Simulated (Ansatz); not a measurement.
Ansatz (an electronic-structure program) input (wB97M-V/def2-SVPD):

Ansatz 0.2 input:
```yaml
crystal:
  periodic: [false, false, false]
  atoms:
    - {symbol: H, position_ang: [0.00000000, 0.00000000, 0.00000000]}
basis:
  gaussian:
    orbitals: def2-SVPD
hamiltonian:
  xc: {name: wB97M-V}
magnetization: {spin_polarized: true, initial_magnetization: 1}
scf: {lower_state_search: full}
```

Output:

```
Functional definition: wB97M-V
integrals: 0.00 GiB planned
45 factors; their error is unknown
integrals: 0.04 GiB planned
19 factors; integrals over basis functions are off by at most 1.0e-5 eV
mean field: 0.05 GiB planned
mean field evaluation 1: about -13.3789 eV, gradient 3.7e-1 eV
mean field evaluation 2: about -13.3805 eV, gradient 4.4e-2 eV
mean field evaluation 4: about -13.3801 eV, gradient 1.0e-4 eV
mean field evaluation 8: about -13.3786 eV, gradient 3.6e-1 eV
mean field evaluation 16: about -13.3801 eV, gradient 9.0e-5 eV
mean field -13.38014795 eV, -0.4917113678 hartree, gradient 9.0e-5 eV, S^2 0.750000; 2 other end points of the search recorded, 0 dependent functions left out
reference -13.38016534 eV, -0.4917120068 hartree; 1, 0 occupied and 7, 8 virtual orbitals, 45 factors
Total energy: -13.38016534 eV, -0.4917120068 hartree
```
